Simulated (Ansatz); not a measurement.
Reaction (cleavage of the Si–Si bond): `O[SiH](F)[SiH](Cl)Cl` + `O[SiH](O)S` → `O[SiH](O)S[SiH](O)F` + `Cl[SiH2]Cl`

Computed with Ansatz on PBE0-D4/def2-TZVP structures; ΔE is electronic, products minus reactants. CCSD(T)/CBS is the MP2 limit (def2-TZVPP, def2-QZVPP) plus CCSD(T) − MP2 in def2-TZVPP, frozen cores. Functionals use def2-TZVPP. Each species was taken in one conformer, which may not be the lowest.

| level | ΔE (kJ/mol) |
| --- | --- |
| r2SCAN-D4 | -96.7 |
| HF/def2-TZVPP | -95.7 |

**Question.** What does CCSD(T)/CBS give? (Best estimate.)

**Answer.** The calculation gave: -96.9 kJ/mol. The listed levels differ from it by 0.2, 1.2 kJ/mol.

Largest T1 diagnostic among the species: 0.012.

From PBE to PBE0 (25 % exact exchange), in def2-TZVPP and without D4, ΔE moves by −6.4 kJ/mol. The D4 term adds −3.8 kJ/mol with B3LYP and −1.8 kJ/mol with PBE0; it sums over pairs of atoms, weighted by their polarisabilities, and B3LYP, whose exchange is more repulsive, gets the larger term.

B3LYP here is the variant with VWN-RPA as its local correlation; programs differ in this.
